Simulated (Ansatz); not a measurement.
`C[SiH]1CN1` + H₂S → `S[SiH]1CN1` + CH₄ at 700 K and 1 bar (ligand exchange at the Si–C bond).

Computed with Ansatz on PBE0-D4/def2-TZVP structures; ΔE is electronic, products minus reactants. CCSD(T)/CBS is the MP2 limit (def2-TZVPP, def2-QZVPP) plus CCSD(T) − MP2 in def2-TZVPP, frozen cores. This one scheme is used for every species. One conformer a species, not always the lowest.

| species | CCSD(T)/CBS energy (Eh) | H − E (kJ/mol) | S (J/(mol·K)) |
| --- | --- | --- | --- |
| `C[SiH]1CN1` | -424.07460 | 301.5 | 417.8 |
| H₂S | -398.97279 | 64.8 | 236.9 |
| `S[SiH]1CN1` | -782.61161 | 226.3 | 415.5 |
| CH₄ | -40.46206 | 145.9 | 224.0 |

H − E and S are ideal-gas, rigid-rotor, harmonic terms from PBE0-D4/def2-TZVP, for one conformer and one mirror image of each species. 1 Eh = 2625.50 kJ/mol, R = 8.31446 J/(mol·K).

Question: By hand: ΔE, ΔH, ΔS and ΔG.

Answer: ΔE = (-782.61161) + (-40.46206) − (-424.07460) − (-398.97279) = -0.02628 Eh = -69.0 kJ/mol. Δ(H − E) = 226.3 + 145.9 − 301.5 − 64.8 = 5.9, so ΔH = -63.1 kJ/mol. ΔS = 415.5 + 224.0 − 417.8 − 236.9 = -15.2 J/(mol·K). ΔG = -63.1 − 700 × (-15.2)/1000 = -52.5 kJ/mol.

Question: By hand: the equilibrium constant, and the temperature at which ΔG would vanish if ΔH and ΔS stayed fixed.

Answer: log₁₀ K = −ΔG/(RT ln 10) = 3.9. ΔG = 0 at ΔH/ΔS = 4151 K, far beyond where these terms or the molecules hold.

ΔH outweighs TΔS. A doubt of 5 kJ/mol in ΔE shifts log₁₀ K by 0.4 here. Other conformers and mirror images would add mixing entropy, several J/(mol·K) or more a flexible species. These are equilibria of isolated gas molecules and say nothing of rates. Largest T1 diagnostic: 0.012 (customary marks: 0.02 for closed shells, 0.045 for open ones).
